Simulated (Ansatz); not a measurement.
Ansatz (an electronic-structure program) input for TaF₃, SMILES [F][Ta]([F])[F] (connectivity only; charge and spin as stated), neutral, multiplicity 3, CAM-B3LYP/def2-SVPD. Geometry: B3LYP-D3(BJ)/def2-TZVP. The multiplicity is an assumed one; other spin states were not compared. The def2 effective core potentials stand for the cores of Ta; spin–orbit coupling is left out.

Ansatz 0.2 input:
```yaml
crystal:
  periodic: [false, false, false]
  atoms:
    - {symbol: Ta, position_ang: [-0.00000000, -0.00000000, -0.05529402]}
    - {symbol: F, position_ang: [0.00000000, -1.76365143, -0.70247537]}
    - {symbol: F, position_ang: [0.00000000, 1.76365145, -0.70247536]}
    - {symbol: F, position_ang: [0.00000000, -0.00000001, 1.85344665]}
basis:
  gaussian:
    orbitals: def2-SVPD
hamiltonian:
  xc: {name: CAM-B3LYP}
magnetization: {spin_polarized: true, initial_magnetization: 2}
```

Program output:

```
WARN ansatz: RAYON_NUM_THREADS=1 ignored (pool sized by the plan → 1); use --threads N
Functional definition: CAM-B3LYP
integrals: 0.04 GiB planned
902 factors; their error is unknown
integrals: 0.07 GiB planned
281 factors; integrals over basis functions are off by at most 2.0e-5 eV
mean field: 0.55 GiB planned
mean field evaluation 1: about -9690.5289 eV, gradient 4.3e1 eV
mean field evaluation 2: about -9673.9689 eV, gradient 8.7e1 eV
mean field evaluation 4: about -9697.1534 eV, gradient 2.5e0 eV
mean field evaluation 8: about -9697.2561 eV, gradient 1.1e-1 eV
mean field evaluation 16: about -9697.2562 eV, gradient 7.7e-5 eV
mean field -9697.25623083 eV, -356.3675934468 hartree, gradient 3.2e-5 eV, S^2 2.002171; 1 other end points of the search recorded, 0 dependent functions left out
reference -9697.25635133 eV, -356.3675978751 hartree; 21, 19 occupied and 83, 85 virtual orbitals, 902 factors
Total energy: -9697.25635133 eV, -356.3675978751 hartree
```

The calculation finished and met its thresholds.
